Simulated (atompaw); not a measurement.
## An all-electron radial function and its pseudo partner (technetium (Tc))

Columns: radius, all-electron u(r) and pseudo u(r) of the 4d shell (level -7.03 eV) of technetium in the configuration [Kr] 4d5 5s1.75 5p0.25; PBE, scalar-relativistic, PAW (atompaw) scheme, atompaw 4.2.0.5.

```csv
r (bohr),all-electron,pseudo
0.115,-0.1884,0.0004
0.231,-0.3812,0.0033
0.346,-0.3110,0.0109
0.462,-0.0910,0.0251
0.577,0.1589,0.0468
0.692,0.3816,0.0767
0.808,0.5573,0.1148
0.923,0.6800,0.1594
1.038,0.7568,0.2092
1.154,0.7967,0.2623
1.269,0.8079,0.3154
1.385,0.7990,0.3667
1.500,0.7764,0.4126
1.615,0.7449,0.4515
1.731,0.7077,0.4819
1.846,0.6681,0.5019
1.962,0.6272,0.5117
2.077,0.5868,0.5113
2.192,0.5474,0.5018
2.308,0.5091,0.4844
2.423,0.4731,0.4613
2.538,0.4390,0.4344
2.654,0.4066,0.4054
2.769,0.3765,0.3763
2.885,0.3481,0.3481
3.000,0.3218,0.3218
```

How many radial nodes do the two functions have?

The all-electron 4d function has n − l − 1 = 1; the pseudo-wave has 0, since the states of the same l below it are removed with the core.

Is the pseudo-wave norm-conserving?

No, it belongs to a PAW set: the norm inside the radius is not constrained, and the difference is carried by the augmentation charge.
